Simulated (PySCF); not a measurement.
# [Eu(H2O)4]3+ relaxed at several levels

Computed with PySCF 2.14.0, def2-SVP on the ligands, density fitting, scalar-relativistic core potentials, no spin-orbit coupling, vacuum. Each row is relaxed at its own level from the same template. Distances are means of the shortest metal–ligand contacts, charges and spins Mulliken's; removal energies are rigid, with the ligand's formal charge and no counterpoise, so too large; for an anion taken off a cation in vacuum most of it is the attraction of opposite charges, and multiply charged cations can part far more cheaply with an electron moved from ligand to metal. lcecp potentials hold a fixed number of 4f electrons in the core, out of states, spins and gaps.

| level | basis on the metal | point group | M–H2O (Å) | charge on M (e) | removal of one H2O (eV) | strongest infrared band, degenerate modes summed (cm⁻¹) | unstable modes (below −25 cm⁻¹) |
| --- | --- | --- | --- | --- | --- | --- | --- |
| r2SCAN | lcecp-1-SVP with ECP52 | S4 | 2.331 | 1.76 | 3.34 | – | not given |

(1) What does the calculation give for PBE0, lcecp-1-SVP with ECP52?

Moved off a saddle point of the template and relaxed again: PBE0, r2SCAN. One start shape was tried for each, so a minimum needn't be the lowest isomer.

## Answers

(1) point group: S4, M–H2O (Å): 2.320, charge on M (e): 1.78, removal of one H2O (eV): 3.33, strongest infrared band, degenerate modes summed (cm⁻¹): 3624, unstable modes (below −25 cm⁻¹): 0.
```xyz
13

Eu    0.0000    0.0000    0.0000
O     1.3856    1.3474    1.2831
H     2.1862    1.0884    1.7925
H     1.3203    2.3162    1.4420
O    -1.3856   -1.2831    1.3474
H    -1.3203   -1.4420    2.3162
H    -2.1862   -1.7925    1.0884
O     1.3856   -1.3474   -1.2831
H     1.3203   -2.3162   -1.4420
H     2.1862   -1.0884   -1.7925
O    -1.3856    1.2831   -1.3474
H    -2.1862    1.7925   -1.0884
H    -1.3203    1.4420   -2.3162
```
